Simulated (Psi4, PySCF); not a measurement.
C2H8ClNO2Si (SMILES CN(C)[Si](O)(O)Cl), singlet, geometry from GFN2-xTB, atoms displaced at random by about 0.08 Å a coordinate. Base run: TPSS/STO-3G, gradient (PySCF).

Here is a job for PySCF.
```python
from pyscf import gto, scf, dft

mol = gto.M(
    atom='''
C    -0.976028    0.956483    1.924393
N    -0.644546   -0.206728    1.319633
C    -1.717146   -1.150254    1.104766
Si    0.543484    0.065787   -0.119316
O     1.661280    0.907533    0.338334
O     1.012982   -1.728076   -0.446532
Cl   -0.044515    0.476936   -1.839878
H    -1.176820    0.629285    2.803672
H    -0.008362    1.782225    2.115876
H    -1.840965    1.532874    1.491777
H    -2.607662   -0.724874    0.676904
H    -1.782359   -1.294177    2.209345
H    -1.512045   -2.003490    0.495587
H     2.416192    1.358606   -0.233300
H     1.476114   -2.273719    0.180680
''',
    basis='sto-3g',
    charge=0,
    spin=0,
    verbose=4,
)

mf = dft.RKS(mol)
mf.xc = 'tpss'
mf.kernel()
g = mf.nuc_grad_method()
grad = g.kernel()
```

Programs used: Psi4, PySCF; a row that names a program was run with it.

The coordinate followed is y of atom 7.

The base run was repeated with changes; each row names its change, and settings that it needs were set with it.

```tsv
change	dE/dx (Eh/bohr)	net force (Eh/bohr)
base	-0.040879	0.000154
grids.level = 1; grid_response = off	-0.041542	0.002752
code = psi4	-0.040923	0.000560
finite difference step (bohr) = 1e-3; conv_tol = 1e-11	-0.040854	-
conv_tol = 1e-11	-0.040879	0.000154
conv_tol = 1e-4	-0.040935	0.000154
grids.level = 0; grid_response = on	-0.041438	0.000000
finite difference step (bohr) = 1e-4; conv_tol = 1e-11	-0.040854	-
density fitting = on; auxbasis_response = off	-0.040698	0.002113
finite difference step (bohr) = 0.01; conv_tol = 1e-11	-0.040853	-
density fitting = on	-0.040877	0.000154
finite difference step (bohr) = 0.2; conv_tol = 1e-11	-0.040455	-
```

The net force is zero for an exact gradient.
